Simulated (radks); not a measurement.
Pt39+, configuration [Kr] 4d3 (the NIST ground configuration).

Method: scalar-relativistic Kohn-Sham, r2SCAN, spin-polarised, spherical densities, finite nucleus; open shells are filled with parallel spins first (spin-orbit coupling, left out, can overturn this in heavy ions); meta-GGA in the generalised Kohn-Sham scheme; Fermi nuclear charge, rms radius 5.427 fm; computed with a radial shooting solver on a logarithmic mesh with Libxc functionals.

Energy parts (Ry):
part                       energy
total                 -34960.3626
kinetic                39190.8013
electron-nucleus      -81534.7273
Hartree                 7953.6059
exchange-correlation    -570.0424

Orbitals (lengths in bohr, moments of r in powers of bohr; <r^-3> diverges for s and p1/2):
| orbital | occ. | eigenvalue (Ry) | <r> | <r^-3> | <1/r> |
|---|---|---|---|---|---|
| 1s up | 1 | -5897.395 | 0.01715 | - | 93.91 |
| 1s down | 1 | -5897.394 | 0.01715 | - | 93.91 |
| 2s up | 1 | -1143.973 | 0.07232 | - | 22.04 |
| 2s down | 1 | -1143.574 | 0.07231 | - | 22.04 |
| 2p up | 3 | -1008.513 | 0.06521 | 24250 | 19.67 |
| 2p down | 3 | -1008.196 | 0.06520 | 24260 | 19.67 |
| 3s up | 1 | -364.1993 | 0.1852 | - | 8.266 |
| 3s down | 1 | -364.1006 | 0.1851 | - | 8.266 |
| 3p up | 3 | -324.4581 | 0.1857 | 5677 | 7.567 |
| 3p down | 3 | -324.3227 | 0.1856 | 5675 | 7.568 |
| 3d up | 5 | -282.2036 | 0.1678 | 709.2 | 7.116 |
| 3d down | 5 | -281.9176 | 0.1678 | 708.5 | 7.114 |
| 4s up | 1 | -162.7229 | 0.3787 | - | 3.899 |
| 4s down | 1 | -161.7844 | 0.3790 | - | 3.896 |
| 4p up | 3 | -148.0874 | 0.3913 | 1767 | 3.624 |
| 4p down | 3 | -147.1617 | 0.3918 | 1761 | 3.619 |
| 4d up | 3 | -131.3562 | 0.3907 | 214.8 | 3.390 |
| 4d down | 0 | -130.4222 | 0.3909 | 214.9 | 3.390 |
| 5s up | 0 | -90.34670 | 0.6556 | - | 2.231 |
| 5s down | 0 | -89.60284 | 0.6560 | - | 2.237 |
| 5p up | 0 | -83.79054 | 0.6830 | 748.9 | 2.093 |
| 5p down | 0 | -83.01706 | 0.6843 | 753.2 | 2.094 |

The highest occupied level is 4d up at -1787.2 eV. The electron density at the nucleus is 2.118e+06 e/bohr^3 (large components only). Spin moment in Bohr magnetons: 3. The spin density at the nucleus is -23.81 e/bohr^3 (1s -1.66, 2s -51.17, 3s 10.79, 4s 18.24). For comparison, the ionisation energy in NIST's Atomic Spectra Database is 1821 eV (theoretical). In exact Kohn-Sham theory the highest level is minus the ionisation energy, but local and semilocal functionals leave it too shallow, through self-interaction and a potential that decays too fast; potentials with the right tail come closer.
